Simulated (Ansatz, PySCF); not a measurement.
System: silicic acid, sum formula H4SiO4 (charge 0, singlet). 
Structure (B3LYP-D3(BJ)/def2-TZVP (Ansatz, a first-principles code) minimum search):
```xyz
9

Si     0.0000     0.0000     0.0000
O      1.0070    -0.0221    -1.2898
O     -1.4696     0.1493    -0.7044
O      0.1298    -1.3336     0.9396
O      0.3327     1.2064     1.0545
H      1.9177    -0.2768    -1.1241
H     -2.2079     0.3566    -0.1267
H     -0.1937    -2.1579     0.5689
H      0.4839     2.0782     0.6818
```

Total electronic energies in hartree. Correlated levels leave the core frozen unless marked. No spin-orbit coupling. Non-relativistic unless marked X2C. CBS(X,Y): correlation extrapolated as X^-3; Hartree-Fock from the larger set. The bracket is a focal-point correction in the basis named.

| level | program | energy (Eh) |
|---|---|---|
| HF/STO-3G | Ansatz | -583.36536 |
| HF/aug-cc-pV(D+d)Z | Ansatz | -590.98934 |
| B3LYP/def2-TZVPD | Ansatz | -593.18886 |
| PBE0-D4/def2-TZVPD | Ansatz + dftd4 | -592.73042 |
| TPSSh-D4/def2-TZVPD | PySCF + dftd4 | -593.17389 |
| TPSSh/def2-TZVPD | PySCF | -593.16596 |
| r2SCANh-D4/def2-TZVPD | Ansatz + dftd4 | -592.98171 |
| MP2/cc-pV(T+d)Z | Ansatz | -592.16968 |
| CCSD/aug-cc-pV(T+d)Z | Ansatz | -592.21032 |
| CCSD/cc-pwCVTZ | Ansatz | -592.20229 |
| CCSD(T)/STO-3G | Ansatz | -583.57041 |
| CCSD(T)/6-31G* | Ansatz | -591.71824 |
| CCSD(T)/cc-pVTZ | Ansatz | -592.20716 |
| X2C-CCSD(T)/cc-pVTZ-DK | Ansatz | -593.01531 |
| RI-MP2/CBS(aug-cc-pV(T+d)Z,aug-cc-pV(Q+d)Z)+[CCSD(T)-MP2]/aug-cc-pV(T+d)Z | Ansatz | -592.4059 |

Totals of different functionals don't rank their quality; only differences between species are comparable.
